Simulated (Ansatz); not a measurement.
Reaction R1 → 3 P1 + P2, each structure at its B3LYP-D3(BJ)/def2-TZVP stationary point, reached from a drawn start (curvature not checked).
P1: H atom, charge 0, multiplicity 2.
P2: N atom, charge 0, multiplicity 4.
R1, NH3 (SMILES N) (charge 0, multiplicity 1):
```xyz
4

N      0.000     0.000     0.279
H      0.943     0.000    -0.093
H     -0.471     0.816    -0.093
H     -0.471    -0.816    -0.093
```

P less R. No zero-point or thermal terms; singlets are restricted closed shells; open shells are unrestricted.

Correlated levels freeze the cores.

Codes used: Ansatz (Gaussian orbitals). Each number belongs to the level named beside it.

Q: What reaction energy does CCSD/cc-pVTZ give?

A: 284.6 kcal/mol

Q: What reaction energy does BLYP/def2-TZVPP give?

A: 300.7 kcal/mol

Q: What is the computed reaction energy (revPBE/def2-TZVPP)?

A: 293.3 kcal/mol

Ansatz is an electronic-structure program.
